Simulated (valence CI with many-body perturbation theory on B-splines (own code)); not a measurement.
## Zr¹⁸⁺: key properties

Level of theory: valence CI with perturbative core correlation (CI+MBPT): four valence electrons over a frozen Dirac-Fock core [Ar], a basis of 7 s, 7 p, 8 d, 6 f, 4 g, 1 h functions for each j, with the one-electron correlation potential Σ1 (screened to all orders), the two-electron term Σ2, the three-electron term Σ3, Breit, model QED; selected single and double excitations, second order for the rest, scaled by the run's own slope (own B-spline code, finite nucleus).

No measured spectrum was set against this ion. As an estimate, terms of the open shell hold to 2 to 4 % of their energy, and close levels can change places. Only levels of the ground parity were solved; by the run's estimate the other parity begins above the list, which can be wrong where configurations are misplaced.

Names give the largest LS component (configuration and term), which can be under half, so a name can repeat, a term be missing and a line seem to break the LS rules; names also repeat where a configuration has a term twice.

Rates and lifetimes use the calculated energies. Strong lines usually hold to 10 to 20 %, long lifetimes can be off by a factor of two.

(1) What is the ground level?

(2) How is the term 5D of the ground level split?

(3) How well does LS coupling describe the low levels?

(4) What is the ionisation energy?

Answers

(1) 3d4 5D_0, composition 84 % 3d4 5D + 15 % 3d4 3P.

(2) J = 0 at 0, J = 1 at 6438, J = 2 at 14011, J = 3 at 21432, J = 4 at 28278 cm⁻¹.

(3) Among the lowest 20 levels the leading LS term, summed over configurations, holds 76 % on average. For single configurations the figures are 76 % in LS and 62 % in jj coupling. Terms mix most in the J = 4 level at 93450 cm⁻¹, where the leading one holds 44 %.

(4) 744.98 eV; NIST lists 745 ± 3 eV (theoretical).
